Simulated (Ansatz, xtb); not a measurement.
CH4Cl2Ge: which of two isomers lies lower

Structure I is `Cl[CH2][GeH2][Cl]`, a singlet and structure II is `[CH3][GeH]([Cl])[Cl]`, a singlet. Both are isolated molecules in the gas phase, relaxed with B3LYP-D3(BJ)/def2-SVP; the shapes shown needn't be the lowest conformers.

I (Å):

```xyz
8

C    -1.0927   -0.3399    0.4100
Cl   -2.3464    0.7893    1.0380
Cl    0.5607    2.0098   -1.2978
Ge    0.6638    0.5453    0.3091
H    -1.0440   -1.2089    1.0824
H    -1.4037   -0.6793   -0.5873
H     0.9749    1.2925    1.6142
H     1.7588   -0.4733   -0.0668
```

II (Å):

```json
{"atom": "C", "x (Å)": "-0.6383", "y (Å)": "-0.6385", "z (Å)": "0.8387"}
{"atom": "Cl", "x (Å)": "2.0287", "y (Å)": "0.6119", "z (Å)": "-0.7469"}
{"atom": "Cl", "x (Å)": "-1.2425", "y (Å)": "1.5682", "z (Å)": "-1.6017"}
{"atom": "Ge", "x (Å)": "0.0465", "y (Å)": "1.0032", "z (Å)": "0.0551"}
{"atom": "H", "x (Å)": "0.0191", "y (Å)": "-0.9580", "z (Å)": "1.6606"}
{"atom": "H", "x (Å)": "-1.6554", "y (Å)": "-0.4692", "z (Å)": "1.2214"}
{"atom": "H", "x (Å)": "-0.6640", "y (Å)": "-1.4202", "z (Å)": "0.0669"}
{"atom": "H", "x (Å)": "0.1576", "y (Å)": "2.2179", "z (Å)": "0.9889"}
```

Problem. Which of the two would you expect CCSD(T)/def2-SVP + ΔMP2/def2-TZVPP electronic energies to favour?

Solution. Structure II; the calculation gives E(II) − E(I) = −1.688 eV.

How the difference moves with the method:

| level | geometry | E(II) − E(I) (eV) | departure from the last row (eV) | job, with rough time for the two |
| --- | --- | --- | --- | --- |
| GFN2-xTB | GFN2-xTB | −1.661 | +0.027 | optimisation, 0.11 s |
| HF/STO-3G | GFN2-xTB | −1.858 | −0.171 | single point, 0.32 s |
| r2SCAN-D4/def2-SVP | GFN2-xTB | −1.762 | −0.075 | single point, 1.8 s |
| B3LYP-D3(BJ)/def2-SVP | B3LYP-D3(BJ)/def2-SVP | −1.686 | +0.002 | optimisation, 17 s |
| HF/def2-SVP | B3LYP-D3(BJ)/def2-SVP | −1.805 | −0.117 | part of the CCSD(T) run |
| MP2/def2-SVP | B3LYP-D3(BJ)/def2-SVP | −1.750 | −0.063 | part of the CCSD(T) run |
| CCSD(T)/def2-SVP | B3LYP-D3(BJ)/def2-SVP | −1.684 | +0.004 | single point |
| CCSD(T)/def2-SVP + ΔMP2/def2-TZVPP | B3LYP-D3(BJ)/def2-SVP | −1.688 |  | single point, 15 s |

As drawn, II has 1 Cl–Ge, 1 C–H in place of 1 C–Cl, 1 Ge–H.

The levels shown agree on the order. The largest departure from CCSD(T)/def2-SVP + ΔMP2/def2-TZVPP is that of HF/STO-3G, 0.171 eV. The last row adds to CCSD(T) the change of the MP2 difference between the two basis sets, here −0.004 eV.

With harmonic frequencies from B3LYP-D3(BJ)/def2-SVP (ideal gas, rigid rotor, one conformer each, 298.15 K, 1 atm): on the last row, ΔE + ΔZPE = −1.634, ΔH = −1.623, ΔG = −1.628 eV.

The correlated steps freeze 20 core orbitals; the filled d shell of Ge is correlated, in a basis made for valence electrons. Mirror images aren't counted in ΔG. Programs: Ansatz 0.2.0, xtb 6.7.1; the last row on 2 threads of Intel(R) Xeon(R) 6975P-C (Granite Rapids) on a shared host.
